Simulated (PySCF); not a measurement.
Pb⁸⁰⁺ (lead, charge +80) across methods

1s2, closed-shell 1S. Calculation: PySCF 2.14, in an even-tempered Gaussian basis (16 s from 270 bohr⁻², ratio 2.2; 7 p from 400 bohr⁻², ratio 2.4; 4 d from 1200 bohr⁻², ratio 2.4; 3 f from 1800 bohr⁻², ratio 2.4; 3 g from 2700 bohr⁻², ratio 2.4); scalar relativity by spin-free X2C-1e.

```json
{"method": "PBE0", "E (hartree)": "-7397.66", "mean ε 1s (eV)": "-99303.6", "Σ⟨r²⟩ (bohr²)": "0.0006461", "⟨S²⟩": "0.000"}
{"method": "B97-3", "E (hartree)": "-7398.04", "mean ε 1s (eV)": "-99310.8", "Σ⟨r²⟩ (bohr²)": "0.0006460", "⟨S²⟩": "0.000"}
{"method": "LDA", "E (hartree)": "-7389.16", "mean ε 1s (eV)": "-99049.1", "Σ⟨r²⟩ (bohr²)": "0.0006472", "⟨S²⟩": "0.000"}
{"method": "PBE", "E (hartree)": "-7397.88", "mean ε 1s (eV)": "-99147.7", "Σ⟨r²⟩ (bohr²)": "0.0006463", "⟨S²⟩": "0.000"}
{"method": "r2SCAN", "E (hartree)": "-7398.07", "mean ε 1s (eV)": "-99215.4", "Σ⟨r²⟩ (bohr²)": "0.0006459", "⟨S²⟩": "0.000"}
{"method": "UHF", "E (hartree)": "-7396.96922", "mean ε 1s (eV)": "-99770.7", "Σ⟨r²⟩ (bohr²)": "0.0006455", "⟨S²⟩": "0.000"}
```

**Question.** Estimate the same row for r2SCAN0.

**Answer.** E (hartree) = -7397.81; mean ε 1s (eV) = -99354.4; Σ⟨r²⟩ (bohr²) = 0.0006458; ⟨S²⟩ = 0.000.
